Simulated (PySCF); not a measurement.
All values below come from PySCF with PBE-D3(BJ)/def2-TZVP // r2SCAN-D4/def2-SVP. Isolated molecules, 0 K electronic values unless said otherwise. One relaxed conformer stands for a flexible species; it need not be the lowest. 

Reference species: [Hf(F)4] (neutral, multiplicity 1).

* **HOMO–LUMO gap**: 8.45 eV
* **coordination number**: 4
* **LUMO**: -1.65 eV
* **charge on the central atom (Mulliken)**: 1.53 e

Changed species: [Hf(F)3(NH2)] (1 of 4 F replaced by NH2; the reference has 0 of 4 F replaced by NH2).

Problem. Predict the effect on the HOMO–LUMO gap, coordination number, LUMO and charge on the central atom (Mulliken).

Solution. the HOMO–LUMO gap decreases by 3.28 eV, to 5.17 eV; the coordination number is nearly the same; the LUMO increases by 0.14 eV, to -1.51 eV; the charge on the central atom (Mulliken) drops by 0.09 e, to 1.44 e.
